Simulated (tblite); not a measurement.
C6H16N2.
Atom-mapped SMILES: `[CH3:1][CH2:2][CH2:3][NH:4][N:5]([CH3:6])[CH2:7][CH3:8]` (hydrogens: H9, H10, H11 on C1; H12, H13 on C2; H14, H15 on C3; H16 on N4; H17, H18, H19 on C6; H20, H21 on C7; H22, H23, H24 on C8)

Cartesian coordinates in Å at the GFN2-xTB level; atoms count from 1:
```
atom  x, y, z in Å
C1     2.3780    1.4400   -0.0625
C2     2.4201   -0.0720    0.1145
C3     1.0646   -0.7194   -0.1576
N4     0.0804   -0.2128    0.7913
N5    -1.2619   -0.6130    0.6350
C6    -1.4769   -2.0435    0.4927
C7    -1.9349    0.1505   -0.4031
C8    -1.8651    1.6416   -0.1101
H9     3.3535    1.8755    0.1410
H10    2.0912    1.6964   -1.0796
H11    1.6519    1.8709    0.6207
H12    2.7296   -0.3087    1.1357
H13    3.1557   -0.5057   -0.5666
H14    0.7295   -0.4492   -1.1629
H15    1.1794   -1.8165   -0.1176
H16    0.3634   -0.4460    1.7399
H17   -2.5355   -2.2457    0.6511
H18   -0.9070   -2.5673    1.2604
H19   -1.1917   -2.4381   -0.4939
H20   -1.5177   -0.0527   -1.4048
H21   -2.9778   -0.1767   -0.4074
H22   -2.4087    2.1968   -0.8706
H23   -0.8302    1.9682   -0.1005
H24   -2.3018    1.8472    0.8628
```

Level: GFN2-xTB in tblite, geometry and Hessian alike; calculated harmonic values, unscaled, isolated species. Errors from tens to a few hundred cm⁻¹ against measured bands are possible. One conformer, not necessarily the lowest.

Harmonic wavenumbers (cm⁻¹): 43.9, 63.6, 104.4, 160.8, 176.1, 209.0, 230.0, 235.3, 264.4, 291.0, 399.8, 409.4, 484.6, 535.4, 764.4, 819.8, 833.5, 840.7, 930.0, 945.0, 983.8, 1022.2, 1058.2, 1064.7, 1089.0, 1115.8, 1125.1, 1134.9, 1146.9, 1179.0, 1218.1, 1252.5, 1263.0, 1270.0, 1334.8, 1344.6, 1350.4, 1398.0, 1403.8, 1409.1, 1410.4, 1479.2, 1480.1, 1486.4, 1489.3, 1492.2, 1496.1, 1500.9, 1501.3, 1507.3, 2810.9, 2815.8, 2861.6, 2956.4, 2962.3, 2967.6, 2976.8, 3004.7, 3009.3, 3034.7, 3036.5, 3038.4, 3053.8, 3056.6, 3067.5, 3327.3.

A = 2747, B = 1290, C = 963.2 MHz; mass 116.131 u (most abundant isotopes); point group C1, symmetry number 1.

Task: Zero-point energy?

Result: ½Σν̃ = 47864 cm⁻¹ = 572.58 kJ/mol.

Task: Entropy at 350 K, 1 bar (ideal gas, RRHO, classical rotation)?

Result: Translation 171.49, rotation 123.06, vibration 156.76: S = 451.3 J/(mol K).

Task: And Cp and H(350 K) − H(0)?

Result: Cp = 193.99 J/(mol K), of which vibrations give 160.73 (their classical limit is 66 R = 548.8); H(350 K) − H(0) = 40.14 kJ/mol without the zero-point energy, 28.50 from vibrations.

Task: Which modes carry the vibrational entropy at 350 K?

Result: 43.9 cm⁻¹: 22.56; 63.6 cm⁻¹: 19.49; 104.4 cm⁻¹: 15.41; 160.8 cm⁻¹: 11.91; 176.1 cm⁻¹: 11.18; 209.0 cm⁻¹: 9.83 J/(mol K); the other 60 give 66.38 together.

Task: How do the functions run with temperature in this model?

Result: 
```
 T (K)  S (J/(mol K))  Cp (J/(mol K))  H − H(0) (kJ/mol)  G − H(0) (kJ/mol)  ln q(vib)
    50          244.0            56.2               2.13             -10.07       0.58
   100          292.0            85.0               5.68             -23.52       1.88
298.15          422.3           168.8              30.74             -95.17       7.61
373.15          464.1           205.4              44.76            -128.41       9.71
   500          532.6           264.3              74.64            -191.66      13.25
   750          657.7           353.1             152.55            -340.75      20.17
  1000          768.2           413.6             248.87            -519.29      26.83
```

q(vib) and H(0) count from the zero-point level.

Task: What must be added to the electronic energy to get the Gibbs energy at 350 K and 1 bar?

Result: ZPE + [H(350 K) − H(0)] − T·S = 572.58 + 40.14 − 157.96 = 454.76 kJ/mol.

Task: Blend soft modes into free rotors: weight 1/[1 + (100 cm⁻¹/ν̃)⁴] for the oscillator and the rest for a rotor with moment μB/(μ + B), μ = h/(8π²ν), B = 10⁻⁴⁴ kg m². What vibrational entropy results?

Result: 144.59 J/(mol K) in place of 156.76, which changes −T·S at 350 K by +4.26 kJ/mol.

Hindered rotation and anharmonicity are outside this model. Other conformers, if any are populated, would add a mixing term that is left out. The structure is chiral; the term R ln 2 for an equal mix with its mirror image is left out.
